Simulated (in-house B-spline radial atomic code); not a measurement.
A run on neutral chromium that did not converge. Method: non-relativistic wB97X, spin-polarised, spherical fractional occupations, point nucleus; computed with an all-electron radial atomic-structure program (B-spline basis).

Command:
```bash
python run_scf.py task.json out
```
Settings:
```
Z                24
configuration    [Ar] 3d5 4s0.375 4f0.625
hamiltonian      nr
method           wb97x
spin_polarised   True
```

First and last ten iterations of the last attempt (damped for 15 steps, keeping 80 % of the old Fock matrix, then DIIS):
```
 iter        energy (Eh)    residual
    1       -1034.432808    3.40e-01
    2       -1037.828066    4.26e-01
    3       -1040.861269    2.93e-01
    4       -1042.534675    1.95e-01
    5       -1043.435106    1.26e-01
    6       -1043.905648    8.19e-02
    7       -1044.109732    5.79e-02
    8       -1044.202237    4.00e-02
    9       -1044.245352    2.70e-02
   10       -1044.265352    1.94e-02
  111       -1044.288404    5.53e-04
  112       -1044.288271    4.96e-04
  113       -1044.288518    3.40e-04
  114       -1044.288614    7.87e-04
  115       -1044.288414    8.68e-04
  116       -1044.288415    1.03e-03
  117       -1044.288434    1.31e-03
  118       -1044.288297    1.15e-03
  119       -1044.288038    9.06e-04
  120       -1044.288080    9.26e-04
 not converged after 120 iterations
```

The smallest residual met was 2.3e-04; the threshold is about 2e-07. No energy from this run should be used. Cost of the run: 6 s on 1 thread of Intel(R) Xeon(R) 6975P-C, on a shared host.
